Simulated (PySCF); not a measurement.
Ga(F)(Br)(NH2), SMILES [Br][Ga]([NH2])[F] (PBE0/def2-SVP optimised geometry):

```
6

Ga    -0.537    -0.166     0.000
F     -1.359    -1.707    -0.015
Br    -1.810     1.707     0.000
N      1.251    -0.166     0.000
H      1.810     0.676     0.037
H      1.800    -1.016     0.022
```

Method: PBE0/def2-TZVP run with PySCF 2.14.0.

**Question.** What are the frontier orbital energies and the dipole moment?

**Answer.** HOMO-2 -9.00 eV, HOMO-1 -8.76 eV, HOMO -8.08 eV, LUMO -1.18 eV, LUMO+1 -0.34 eV; dipole moment 2.85 D.

On the same geometry PBE/def2-TZVP in PySCF 2.14.0 gives HOMO-2 -7.64 eV, HOMO-1 -7.42 eV, HOMO -6.65 eV, LUMO -2.12 eV, LUMO+1 -1.13 eV; dipole moment 2.83 D.

Meta-Löwdin charges at PBE0/def2-TZVP: Ga1 0.92, F2 -0.50, Br3 -0.24, N4 -0.68, H5 0.25, H6 0.25.
